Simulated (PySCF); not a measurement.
Working out the ionisation energy of Pd⁺

Pd⁺ [Kr] 4d9 (2D) → Pd²⁺ [Kr] 4d8 (3F). All numbers are calculated (PySCF 2.14, scalar relativity through the core potential, in aug-cc-pVTZ-PP with ECP28MDF). Frozen: 4s2 4p6. Energies in hartree (1 hartree = 27.21139 eV):

```csv
part,Pd⁺ (lower),Pd²⁺ (upper)
UHF,-126.379818,-125.741652
MP2 opposite-spin,-0.189828,-0.137612
MP2 same-spin,-0.104097,-0.081167
```

Q: What does Hartree-Fock give?

A: (-125.741652) − (-126.379818) = 0.638166 hartree = 17.365 eV.

Q: What do MP2 and SCS-MP2 (6/5 opposite-spin, 1/3 same-spin) give?

A: The opposite-spin parts differ by 1.421 eV and the same-spin parts by 0.624 eV. MP2: 17.365 + (1.421) + (0.624) = 19.410 eV. SCS-MP2: 17.365 + 1.2 × (1.421) + (0.624)/3 = 19.278 eV.

Reference: 19.43 ± 0.12 eV (semi-empirical (NIST evaluation); NIST Atomic Spectra Database, ionization energies), between the lowest levels; spin-orbit coupling is absent from the calculation.

What remains against the reference includes basis incompleteness, the frozen core and correlation beyond second order.
